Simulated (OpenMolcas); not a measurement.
Re5+: moving or changing the point charges

Re5+ among 6 point charges of -1.7 e arranged as a trigonal prism (D3h), 1.96 Å from the ion, with a polar angle of 47.6° against the regular 49.1°.
```
   1.4480    0.0000    1.3210  -1.70
  -0.7240    1.2540    1.3210  -1.70
  -0.7240   -1.2540    1.3210  -1.70
   1.4480    0.0000   -1.3210  -1.70
  -0.7240    1.2540   -1.3210  -1.70
  -0.7240   -1.2540   -1.3210  -1.70
```

```json
{"Program": "OpenMolcas 26.06", "Method": "CASSCF", "Basis": "ANO-RCC-VDZP [7s6p4d2f1g]", "Scalar Hamiltonian": "DKH2, point nucleus", "Active space": "2 electrons in 5 orbitals (5d)", "State averaging": "2S+1 = 3 even, 10 roots; 2S+1 = 1 even, 15 roots", "Spin-orbit coupling": "state interaction with AMFI integrals over the reference wave functions"}
```

Runs around this geometry, states (labels of D3, the rotations of D3h). Energies in cm-1 above the lowest state or level, χT in cm3 K/mol.

```csv
R (Å),q (e),Polar angle / regular,Ground state,First state of that spin,First gap with spin-orbit (degeneracies),χT at 300 K,First state of another spin
1.96,-1.7,0.89,3A2,3E 3063,"2922 (1, 2)",0.051,1A1 7626
1.96,-1.1,0.97,3E,3A2 3122,"454.5 (2, 2)",0.164,1A1 9736
1.79,-1.7,0.97,3E,3A2 723.8,"92.7 (2, 1)",0.136,1A1 7308
1.96,-1.7,0.97,3E,3A2 1630,"561.5 (2, 1)",0.131,1A1 8279
2.12,-1.7,0.97,3E,3A2 2154,"471.4 (2, 2)",0.183,1A1 8930
```

Scaling the charges by -1.1 / -1.7 = 0.65 scales the first state of the same spin by 3122 / 1630 = 1.92; with fixed orbitals a first-order splitting would follow the charge.

The ground state changes within this set.

Without dynamic correlation the repulsion within the d shell is too large (B by tens of per cent), so at a given field states of lower spin stand too high. Spin-orbit coupling mixes the spin-free states strongly: the lowest level takes only 61 % from its leading state, 3A2 (figures for R = 1.96, q = -1.7, ratio = 0.89; the like holds for R = 1.96, q = -1.1, ratio = 0.97, R = 2.12, q = -1.7, ratio = 0.97). An orbital doublet at a regular site is open to a Jahn-Teller distortion, which this geometry leaves out (holds for R = 1.96, q = -1.1, ratio = 0.97; R = 1.79, q = -1.7, ratio = 0.97; R = 1.96, q = -1.7, ratio = 0.97; R = 2.12, q = -1.7, ratio = 0.97). This is an electrostatic model: the charges have no orbitals. No measured value stands beside these numbers.
